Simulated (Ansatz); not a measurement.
`[SiH3]O[SiH2]CCl` + `O[Si]O[SiH3]` → `[SiH3]O[Si]O[SiH3]` + `O[SiH2]CCl`  (ligand exchange at the Si–O bond)

Program: Ansatz. Geometries: PBE0-D4/def2-TZVP. ΔE: electronic, gas phase. CCSD(T)/CBS is the MP2 limit (def2-TZVPP, def2-QZVPP) plus CCSD(T) − MP2 in def2-TZVPP, frozen cores. This one scheme is used for every species. Functionals use def2-TZVPP. One conformer a species, not always the lowest.

`[SiH3]O[SiH2]CCl`:

Z-matrix (Å, degrees):
```
Si
O 1 1.641
H 1 1.484 2 107.6
H 1 1.485 2 110.5 3 119.6
H 1 1.484 2 110.0 3 -119.1
Si 2 1.628 1 144.3 3 -153.7
C 6 1.878 2 110.0 1 -62.3
H 6 1.484 2 110.7 1 57.6
H 6 1.485 2 108.3 1 178.9
Cl 7 1.788 6 108.6 2 58.6
H 7 1.091 6 112.3 2 -60.1
H 7 1.091 6 112.1 2 177.4
```

`O[Si]O[SiH3]`:

Cartesian coordinates in Å:
```
O -2.387 1.124 0.886
Si -0.830 1.548 0.580
O -0.196 0.105 0.072
Si 1.204 -0.586 -0.451
H -2.649 0.209 0.737
H 1.577 -1.677 0.482
H 2.296 0.421 -0.498
H 0.985 -1.144 -1.808
```

`[SiH3]O[Si]O[SiH3]`:

```xyz
11

Si    2.884   -0.149   -0.208
O     1.252   -0.164   -0.021
Si   -0.043   -0.908    0.657
O    -1.258    0.045    0.104
Si   -2.876    0.330    0.077
H     3.506   -1.273    0.539
H     3.414    1.137    0.307
H     3.202   -0.280   -1.651
H    -3.134    1.679    0.637
H    -3.599   -0.687    0.886
H    -3.350    0.270   -1.327
```

`O[SiH2]CCl`:

Z-matrix (Å, degrees):
```
Si
C 1 1.881
O 1 1.642 2 110.3
H 1 1.486 2 107.4 3 -122.7
H 1 1.483 2 109.9 3 116.9
Cl 2 1.793 1 107.6 3 56.2
H 2 1.090 1 112.6 3 -61.7
H 2 1.091 1 112.9 3 174.6
H 3 0.960 1 116.1 2 -53.7
```

| level | ΔE (kJ/mol) | difference from CCSD(T)/CBS |
| --- | --- | --- |
| BLYP-D4 | 9.8 | 0.4 |
| PBE0-D4 | 9.6 | 0.2 |
| CAM-B3LYP-D4 | 10.4 | 1.0 |
| B2PLYP | 7.5 | -1.9 |
| r2SCAN0 | 7.9 | -1.5 |
| RPA@PBE/def2-TZVPP | 9.8 | 0.4 |
| CCSD/def2-SVP | 13.4 | 4.0 |
| SCS-MP2/def2-TZVPP | 9.1 | -0.3 |
| CCSD(T)/def2-TZVPP | 9.3 | -0.1 |
| CCSD/CBS(def2) | 9.4 | 0.0 |
| CCSD(T)/CBS | 9.4 | 0 |

**Question.** What do rigid-rotor, harmonic-oscillator terms from PBE0-D4/def2-TZVP frequencies (298.15 K, 1 bar) make of the CCSD(T)/CBS value? (An estimate is asked.)

**Answer.** The calculation gave: ΔZPE = -1.2 kJ/mol, ΔH = +9.3 kJ/mol, ΔS = 10 J/(mol·K), ΔG = +6.3 kJ/mol. Modes under 50 cm⁻¹ make the entropy rough.

Largest T1 diagnostic among the species: 0.014.

The D4 term adds +4.2 kJ/mol with B3LYP and +2.5 kJ/mol with PBE0; it sums over pairs of atoms, weighted by their polarisabilities, and B3LYP, whose exchange is more repulsive, gets the larger term. Leaving LDA and LC-ωPBE aside and taking each functional with its dispersion term where it has one, the values, not all of them listed here, spread over 3.5 kJ/mol, from B2PLYP to ωB97M-V. LDA lies +3.5 kJ/mol from PBE without D4. At CCSD(T), def2-SVP lies +4.0 kJ/mol from the extrapolated value and def2-TZVPP −0.1 kJ/mol.

CCSD(T)/CBS has its own doubt, a few kJ/mol and more with outer-core shells, so smaller differences from it don't rank the levels.

B3LYP here is the variant with VWN-RPA as its local correlation; programs differ in this.
